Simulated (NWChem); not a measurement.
System: SnH₄O₂; SMILES [OH][SnH2][OH]

Here is an NWChem input.

```
start job
memory heap 200 mb stack 900 mb global 1100 mb
geometry units angstroms noautosym nocenter noautoz
  Sn     0.000000     0.000000     0.230034
  O      1.607604     0.047843    -0.932563
  O     -1.607604    -0.047843    -0.932563
  H      0.109359     1.461370     1.102539
  H     -0.109359    -1.461370     1.102539
  H      1.685368    -0.741143    -1.481219
  H     -1.685368     0.741143    -1.481219
end
basis spherical
  * library def2-svpd
end
ecp
  Sn library def2-ecp
end
dft
  xc b3lyp
  iterations 150
end
property
  response 1 0.0
end
task dft property
```

The geometry was optimised at PBE0/def2-SVP. No frequency run checked for a minimum. B3LYP is NWChem's, with the RPA form of VWN correlation. def2 effective core potentials on Sn; no spin-orbit coupling.

Static field.

Question: What results follow from this input? (B3LYP/def2-SVPD with def2 effective core potentials on Sn.) Quantities: isotropic polarisability (bohr³); anisotropy (bohr³).

Answer: 
| Property | Result |
|---|---|
| isotropic polarisability (bohr³) | 49.2 |
| anisotropy (bohr³) | 2.4 |
